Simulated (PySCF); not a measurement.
**Shapes and spin states of FeOCl**

All numbers come from PBE0 in PySCF with Fe def2-SVP, O def2-SVP, Cl def2-SVP; no relativity; density-fitted integrals.

Relaxations began from a few typed shapes and spin states; open shells are unrestricted. The search is not exhaustive: other isomers or separated fragments can lie lower, and high-lying points may rest on an excited occupation.

```tsv
spin	group	bonds	angles	imaginary modes (cm⁻¹)	ΔE (kJ/mol)	ΔE with ZPE (kJ/mol)
sextet	C∞v	Fe–Cl 2.165 Å, Fe–O 1.623 Å	Cl–Fe–O 180.0°	none	0.0	0.0
broken-symmetry Ms = 3/2 (⟨S²⟩ 4.53)	C∞v	Fe–Cl 2.149 Å, Fe–O 1.728 Å	Cl–Fe–O 180.0°	none	29.1	27.6
broken-symmetry Ms = 1/2 (⟨S²⟩ 2.37)	C∞v	Fe–Cl 2.135 Å, Fe–O 1.615 Å	Cl–Fe–O 180.0°	none	130.4	129.3
broken-symmetry Ms = 1/2 (⟨S²⟩ 2.02)	Cs	Fe–Cl 2.120 Å, Fe–O 1.570 Å	Cl–Fe–O 135.3°	none	137.3	136.8
```

The lowest minimum found is the sextet C∞v: Fe–Cl 2.165 Å, Fe–O 1.623 Å; Cl–Fe–O 180.0°.

Formally Fe is in oxidation state +3, d5, with 5 unpaired electrons (the high-spin count). The Mulliken spin on Fe is 4.05. The polar-tensor charge on Fe, 1.24, is far below the formal one.

For the lowest minimum: other spin states or occupations of the open shell can lie lower.

The electron or spin density has lower symmetry than the nuclear frame for the broken-symmetry Ms = 3/2 (⟨S²⟩ 4.53) C∞v at 29.1 kJ/mol, broken-symmetry Ms = 1/2 (⟨S²⟩ 2.37) C∞v at 130.4 kJ/mol.
